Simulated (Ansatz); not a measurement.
Computed with Ansatz on PBE0-D4/def2-TZVP structures; ΔE is electronic, products minus reactants. CCSD(T)/CBS is the MP2 limit (def2-TZVPP, def2-QZVPP) plus CCSD(T) − MP2 in def2-TZVPP, frozen cores. Functionals use def2-TZVPP. HSE06 is defined as in plane-wave codes. For Br outer-core shells are correlated without core-valence functions, which leaves a few kJ/mol of doubt a bond. Scalar relativity is left out up to krypton. Each species was taken in one conformer, which may not be the lowest.

Consider the cleavage of the Si–B bond: `CB(O)[SiH]1CO1` + HBr → `Br[SiH]1CO1` + `CBO`.

```json
{"level": "r2SCANh-D4", "ΔE (kJ/mol)": "-114.9"}
{"level": "HSE06-D4", "ΔE (kJ/mol)": "-108.6"}
{"level": "B2PLYP", "ΔE (kJ/mol)": "-119.0"}
{"level": "PBE-QIDH", "ΔE (kJ/mol)": "-119.0"}
{"level": "BLYP", "ΔE (kJ/mol)": "-110.3"}
{"level": "LC-ωPBE", "ΔE (kJ/mol)": "-113.6"}
{"level": "MP2/def2-TZVPP", "ΔE (kJ/mol)": "-123.1"}
{"level": "MP2/CBS(def2)", "ΔE (kJ/mol)": "-128.4"}
```

Question: What does CCSD(T)/CBS give? (Best estimate.)

Answer: The calculation gave: -117.8 kJ/mol. The listed levels differ from it by 2.9, 9.2, -1.2, -1.2, 7.5, 4.2, -5.3, -10.6 kJ/mol.

Largest T1 diagnostic among the species: 0.015.

In def2-TZVPP, CCSD(T) changes the Hartree–Fock value by +24.0 kJ/mol (the triples alone add +3.1 kJ/mol) and MP2 by +13.4 kJ/mol. From PBE to PBE0 (25 % exact exchange), in def2-TZVPP and without D4, ΔE moves by −8.0 kJ/mol. At CCSD(T), def2-SVP lies +15.9 kJ/mol from the extrapolated value and def2-TZVPP +5.4 kJ/mol.
